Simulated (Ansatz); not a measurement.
`OB([SiH3])N[SiH3]` + HCl → `OB([SiH3])Cl` + `N[SiH3]`  (ligand exchange at a B–N bond)

Gas-phase electronic energies from Ansatz, PBE0-D4/def2-TZVP geometries. CCSD(T)/CBS is the MP2 limit (def2-TZVPP, def2-QZVPP) plus CCSD(T) − MP2 in def2-TZVPP, frozen cores. This one scheme is used for every species. Functionals use def2-TZVPP. B3LYP here is the variant with VWN-RPA as its local correlation; programs differ in this. Each species was taken in one conformer, which may not be the lowest.

```
         level  ΔE (kJ/mol)
     r2SCAN-D4         16.7
      B3LYP-D4         20.6
       ωB97X-V         17.5
       ωB97M-V         18.3
           PBE         12.6
        r2SCAN         15.2
MP2/def2-QZVPP         17.6
  HF/CBS(def2)         14.8
```

Task: What does CCSD(T)/CBS give? (Estimate.)

Result: Ansatz gave: +19.6 kJ/mol. The listed levels differ from it by -2.9, 1.0, -2.1, -1.3, -7.0, -4.4, -2.0, -4.8 kJ/mol.

Largest T1 diagnostic among the species: 0.013.

The D4 term adds +6.2 kJ/mol with B3LYP and +3.8 kJ/mol with PBE0; it sums over pairs of atoms, weighted by their polarisabilities, and B3LYP, whose exchange is more repulsive, gets the larger term. In def2-TZVPP, CCSD(T) changes the Hartree–Fock value by +7.6 kJ/mol (the triples alone add +0.1 kJ/mol) and MP2 by +4.4 kJ/mol.
